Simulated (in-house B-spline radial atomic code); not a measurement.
Configurations of Zn V (Zn4+), with energies counted from [Ar] 3d8. Level of theory: scalar-relativistic (X2C) CAM-B3LYP, spin-polarised, spherical fractional occupations, Fermi nucleus of rms radius 3.9283 fm; calculated with a B-spline radial code for spherical atoms. Shells without spins written out take the highest spin.

Caution: exact exchange at fractional occupations of open shells leaves self-interaction of up to several eV.

Occupations are held fixed; configurations that lie above the ionisation limit could autoionise.

```tsv
configuration	E - E(ref) (eV)	highest orbital	its <r> (bohr)
[Ar] 3d(4 up, 4 down)	3.4351	3d up	0.7748
[Ar] 3d7 4p1	36.96	4p up	2.025
[Ar] 3d(2 up, 5 down) 4d(0 up, 1 down)	52.497	4d down	2.605
[Ne] 3s2 3p5 3d8 4s1	104.37	4s up	1.793
[Ne] 3s2 3p(2 up, 3 down) 3d(5 up, 3 down) 4p(1 up, 0 down)	121.08	4p up	2.027
[Ne] 3s2 3p5 3d8 4f1	143.73	4f up	3.507
```

Q: Order these further configurations by energy, lowest first.
A. [Ar] 3d(5 up, 2 down) 4s(0 up, 1 down)
B. [Ne] 3s2 3p(3 up, 2 down) 3d(5 up, 4 down)
C. [Ne] 3s2 3p5 3d8 4d1
D. [Ne] 3s2 3p5 3d8 4p1
E. [Ar] 3d7 4f1

A: A (25.007 eV), E (63.457 eV), B (77.947 eV), D (117.13 eV), C (132.73 eV).

Q: How far above the reference does [Ar] 3d7 4s1 lie?

A: 24.222 eV; its least bound orbital is 4s up with <r> = 1.796 bohr.
